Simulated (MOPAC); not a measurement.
Job for MOPAC: PM6 on CH2O (a complex), monomers drawn apart or pushed together.

```
PM6 1SCF PRECISE CHARGE=0 THREADS=1
CH2O

C      0.16870368 1     0.34907248 1    -0.09199768 1
O     -0.18374212 1    -0.40427055 1    -0.84922749 1
H      0.17887478 1     0.38253437 1     5.50405381 1
H     -0.00720982 1    -0.01284411 1     6.10651419 1
```

The log:

```
*******************************************************************************
 **                                                                           **
 **                              MOPAC v23.2.5                                **
 **                                                                           **
 *******************************************************************************
 ** MOPAC's Digital Object Identifier: https://doi.org/10.5281/zenodo.6511958 **
 **                                                                           **
 ** Please cite the open-source release paper for use of this MOPAC version:  **
 ** J. E. Moussa and J. J. P. Stewart (2026)                                  **
 ** MOPAC: An open-source semiempirical molecular orbital program             **
 ** J. Open Source Softw., 11(119), 8025, https://doi.org/10.21105/joss.08025 **
 *******************************************************************************

                              PM6 CALCULATION RESULTS

 *******************************************************************************
 *  PM6        - The PM6 Hamiltonian to be used
 *
 *
 *
 *                 CHARGE ON SYSTEM = 0
 *
 *
 *
 *  PRECISE    - TIGHTER CRITERIA TO BE USED
 *  1SCF       - DO 1 SCF AND THEN STOP
 *  THREADS=1  - MULTI-THREADING NOT USED
 *  T=         - A TIME OF 172800.0 SECONDS REQUESTED
 *  DUMP=N     - RESTART FILE WRITTEN EVERY 7200.0 SECONDS REQUESTED
 *******************************************************************************
PM6 1SCF PRECISE CHARGE=0 THREADS=1
 CH2O

   ATOM   CHEMICAL          X               Y               Z
  NUMBER   SYMBOL      (ANGSTROMS)     (ANGSTROMS)     (ANGSTROMS)

     1       C          0.16870368  *   0.34907248  *  -0.09199768  *
     2       O         -0.18374212  *  -0.40427055  *  -0.84922749  *
     3       H          0.17887478  *   0.38253437  *   5.50405381  *
     4       H         -0.00720982  *  -0.01284411  *   6.10651419  *



          CARTESIAN COORDINATES

    NO.       ATOM           X           Y           Z

     1         C          0.1687      0.3491     -0.0920
     2         O         -0.1837     -0.4043     -0.8492
     3         H          0.1789      0.3825      5.5041
     4         H         -0.0072     -0.0128      6.1065

 General Reference for PM6:
 "Optimization of Parameters for Semiempirical Methods V: Modification of NDDO Approximations
 and Application to 70 Elements", J. J. P. Stewart, J. Mol. Mod., 13, 1173-1213 (2007)
 URL: https://link.springer.com/article/10.1007/s00894-007-0233-4

           Empirical Formula: C H2 O  =     4 atoms



      MOLECULAR POINT GROUP   :   Cs


      RHF CALCULATION, NO. OF DOUBLY OCCUPIED LEVELS = 6


 -------------------------------------------------------------------------------
 PM6 1SCF PRECISE CHARGE=0 THREADS=1
 CH2O



     1SCF WAS SPECIFIED, SO BFGS WAS NOT USED
     SCF FIELD WAS ACHIEVED


                              PM6 CALCULATION
                                                       MOPAC v23.2.5 Linux




          FINAL HEAT OF FORMATION =        -38.93540 KCAL/MOL =    -162.90572 KJ/MOL


          COSMO AREA              =         85.31 SQUARE ANGSTROMS
          COSMO VOLUME            =         53.28 CUBIC ANGSTROMS

          IONIZATION POTENTIAL    =         11.944096 EV
          HOMO LUMO ENERGIES (EV) =        -11.944  1.256
          NO. OF FILLED LEVELS    =          6
          MOLECULAR WEIGHT        =         30.0262         POINT GROUP:  Cs

          MOLECULAR DIMENSIONS (Angstroms)

            Atom       Atom       Distance
            H     4    O     2     6.96898
            O     2    C     1     0.78348
            H     4    H     3     0.00010


          SCF CALCULATIONS        =          1





   ATOM   CHEMICAL          X               Y               Z
  NUMBER   SYMBOL      (ANGSTROMS)     (ANGSTROMS)     (ANGSTROMS)

     1       C          0.16870368  *   0.34907248  *  -0.09199768  *
     2       O         -0.18374212  *  -0.40427055  *  -0.84922749  *
     3       H          0.17887478  *   0.38253437  *   5.50405381  *
     4       H         -0.00720982  *  -0.01284411  *   6.10651419  *

                             CARTESIAN COORDINATES

   1    C        0.168703680     0.349072480    -0.091997680
   2    O       -0.183742120    -0.404270550    -0.849227490
   3    H        0.178874780     0.382534370     5.504053810
   4    H       -0.007209820    -0.012844110     6.106514190


           Empirical Formula: C H2 O  =     4 atoms



      MOLECULAR POINT GROUP   :   Cs


                  EIGENVALUES
 -34.32402 -20.10887 -15.93452 -15.93452 -15.20388 -11.94410   1.25612   1.25612
   5.27651   7.16052


              NET ATOMIC CHARGES AND DIPOLE CONTRIBUTIONS

  ATOM NO.   TYPE          CHARGE      No. of ELECS.   s-Pop       p-Pop
    1          C           0.313855        3.6861     1.72456     1.96159
    2          O          -0.313855        6.3139     1.79989     4.51397
    3          H           0.000326        0.9997     0.99967
    4          H          -0.000326        1.0003     1.00033
 DIPOLE           X         Y         Z       TOTAL
 POINT-CHG.     0.532     1.136     1.141     1.695
 HYBRID        -0.508    -1.086    -1.092     1.622
 SUM            0.023     0.050     0.049     0.074


          ATOMIC ORBITAL ELECTRON POPULATIONS

     Atom    s        px        py        pz
    1  C   1.72456   0.53227   0.71346   0.71586
    2  O   1.79989   1.51442   1.49987   1.49968
    3  H   0.99967
    4  H   1.00033

 **********************
 *                    *
 * JOB ENDED NORMALLY *
 *                    *
 **********************




 == MOPAC DONE ==
```

The run finished.

Cost: around 0.03 core-seconds (rough).
